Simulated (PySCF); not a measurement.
PySCF input file for S₃, SMILES S([S-])[S], charge -1, multiplicity 2, B3LYP-D3(BJ)/def2-SVPD. Geometry optimised at B3LYP-D3(BJ)/def2-SVPD.

```python
import numpy as np
from pyscf import gto, scf, dft, df
from pyscf.hessian import thermo

mol = gto.M(
    atom='''
    S     0.00000000    0.00000000    0.72957629
    S     0.00000000    1.71557653   -0.36478814
    S     0.00000000   -1.71557653   -0.36478814
    ''',
    basis='def2-SVPD',
    charge=-1,
    spin=1,
    max_memory=1600,
    verbose=3,
)
mf = dft.UKS(mol, xc='b3lyp').density_fit(auxbasis='def2-universal-jkfit')
mf.disp = 'd3bj'
mf.grids.level = 3
mf.conv_tol = 1e-11
mf.max_cycle = 100
mf.kernel()
fine, coarse = mf.grids, dft.Grids(mol).set(level=1).build(with_non0tab=True)
for _ in range(3):  # follow internal instabilities
    mf.grids = coarse
    mo, _, stable, _ = mf.stability(return_status=True, nroots=4)
    mf.grids = fine
    if stable:
        break
    mf.kernel(mf.make_rdm1(mo, mf.mo_occ))

# [left out here: the lines that compute and print the analytic Hessian (its translational invariance restored by hand, since the grid's response is missing), thermochemistry and intensities]
```

It prints:

```

WARN: HOMO -0.205113281032847 >= LUMO -0.205113281032847

converged SCF energy = -1194.34643679894  <S^2> = 0.75381593  2S+1 = 2.0038123
<class 'pyscf.df.df_jk.DFUKS'> wavefunction is stable in the internal stability analysis

WARN: DFTD3 does not support analytical Hessian, using finite difference


WARN: Mole.unit (angstrom) is changed to Bohr

Mode                                 0                   1                   2
Irrep
Freq [cm^-1]                      218.9508            507.3133            532.0689
Reduced mass [au]                  32.0600             32.0600             32.0600
Force const [Dyne/A]                0.9055              4.8615              5.3475
Char temp [K]                     315.0214            729.9109            765.5286
Normal mode                   x     y     z       x     y     z       x     y     z
       0   S                 0.00 -0.00 -0.09    0.00  0.00 -0.12   -0.00  0.14  0.00
       1   S                 0.00  0.10  0.04    0.00 -0.07  0.06    0.00 -0.07  0.04
       2   S                -0.00 -0.10  0.04    0.00  0.07  0.06   -0.00 -0.07 -0.04
temperature 298.1500 [K]
pressure 101325.00 [Pa]
Rotational constants [GHz] 19.74336 2.67796 2.35811
Symmetry number 2
Zero-point energy (ZPE) 0.00287 [Eh]   7526.502 [J/mol]
                           tot       elec      trans        rot        vib
Entropy [J/mol/K]       285.144      5.763    165.694    100.337     13.349
Cv [J/mol/K]             42.621      0.000     12.472     12.472     17.678
Cp [J/mol/K]             50.935      0.000     20.786     12.472     17.678
Internal energy [J/mol]                      3718.434   3718.434  10025.510
Internal energy [Eh]   -1194.33979  -1194.34644
Enthalpy [J/mol]                             6197.391   3718.434  10025.510
Enthalpy [Eh]          -1194.33884
Gibbs free energy [J/mol]                  -43204.371 -26197.151   6045.564
Gibbs free energy [Eh] -1194.37122
mode   freq/cm-1   IR/(km/mol)
   1      218.95         0.283
   2      507.31         0.589
   3      532.07       175.180
max |gradient| / (hartree/bohr): 1.0497430307039829e-05
APT charges: [ 0.4026 -0.7013 -0.7013]
```

The run converged.

Cost: about 30 core-seconds (a rough figure).
